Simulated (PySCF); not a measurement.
Energy of Fe²⁺ (iron, charge +2) between two integer charges

The 3d beta orbital of [Ar] 3d6 is emptied in steps (occupation f), with all orbitals relaxed, ending at [Ar] 3d5. All numbers are calculated (PySCF 2.14, the non-relativistic Hamiltonian (point nucleus), in def2-TZVP (6s4p4d1f, 45 functions)). The exact energy is a straight line in f; departures are measured from the line between the end points of the same method.

| f | PBE0 (eV) | r2SCAN (eV) | LC-wPBE (eV) |
| --- | --- | --- | --- |
| 1 | 0.000 | 0.000 | 0.000 |
| 0.75 | -0.996 | -1.358 | -0.514 |
| 0.5 | -1.339 | -1.819 | -0.699 |
| 0.25 | -1.011 | -1.366 | -0.533 |
| 0 | 0.000 | 0.000 | 0.000 |

| method | E(f=0) − E(f=1) (eV) | −ε at f=1 (eV) | −ε at f=0.5 (eV) |
| --- | --- | --- | --- |
| PBE0 | 31.155 | 25.891 | 31.115 |
| r2SCAN | 30.960 | 23.761 | 30.937 |
| LC-wPBE | 31.539 | 28.860 | 31.485 |

Orbital energy along the path (eV):

```tsv
f	PBE0	r2SCAN	LC-wPBE
1	-25.891	-23.761	-28.860
0.75	-28.463	-27.309	-30.125
0.5	-31.115	-30.937	-31.485
0.25	-33.829	-34.605	-32.925
0	-36.572	-38.215	-34.427
```

Reference removal energy between the ground levels: 30.651 ± 0.012 eV (measured; NIST Atomic Spectra Database, ionization energies). The calculation has no spin-orbit coupling. The determinant left behind need not be the lowest term of the ion.
